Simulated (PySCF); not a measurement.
Geometry:
```
atom   x (Å)   y (Å)   z (Å)
  C1  -0.703  -1.281  -0.188
  C2   0.791  -1.304   0.137
  C3   1.573  -0.114  -0.433
 Si4   0.809   1.516   0.131
  C5  -1.047   1.264  -0.101
  C6  -1.474  -0.111   0.426
  H7  -0.835  -1.266  -1.286
  H8  -1.156  -2.225   0.157
  H9   1.226  -2.247  -0.236
 H10   0.913  -1.333   1.236
 H11   1.541  -0.140  -1.537
 H12   2.638  -0.171  -0.154
 H13   1.325   2.684  -0.651
 H14   1.117   1.755   1.580
 H15  -1.268   1.336  -1.181
 H16  -1.623   2.069   0.386
 H17  -1.347  -0.142   1.524
 H18  -2.553  -0.259   0.247
```

Computational details: shielding tensors at CAM-B3LYP/pcSseg-1 (GIAO), structure optimised with PBE0-D3(BJ)/def2-SVP, in PySCF 2.14.0 with density-fitted response routines (isolated molecule, averaged over atoms made equivalent by symmetry, fast rotation or ring inversion, no relativistic terms, one computed conformer).

References, each an isolated molecule treated in the same way: ¹³C (182.45 ppm), ¹H (31.33 ppm), ²⁹Si (343.41 ppm) vs TMS.

| atoms | nucleus | count | δ (ppm) |
| --- | --- | --- | --- |
| H9/H10/H17/H18 | ¹H | 4 | 1.59 |
| C1 | ¹³C | 1 | 31.7 |
| H11/H12/H15/H16 | ¹H | 4 | 0.63 |
| Si4 | ²⁹Si | 1 | -41.8 |
| C2/C6 | ¹³C | 2 | 27.3 |
| C3/C5 | ¹³C | 2 | ? |
| H7/H8 | ¹H | 2 | ? |
| H13/H14 | ¹H | 2 | 3.96 |

Question: Estimate the values marked ?.

Answer: 
- C3/C5: 9.8 ppm, sp3 CH2 bonded to Si; an electropositive neighbour leaves it electron-rich and shielded
- H7/H8: 1.31 ppm, hydrogen on an sp3 CH2 in a ring; far from electronegative atoms and π systems

Shifts are as computed, not scaled to solution data. Of 1211 compounds with measured shifts, 218 miss one by over three times the rms of a fit or turn the order of signals round; such compounds aren't used in these exercises.
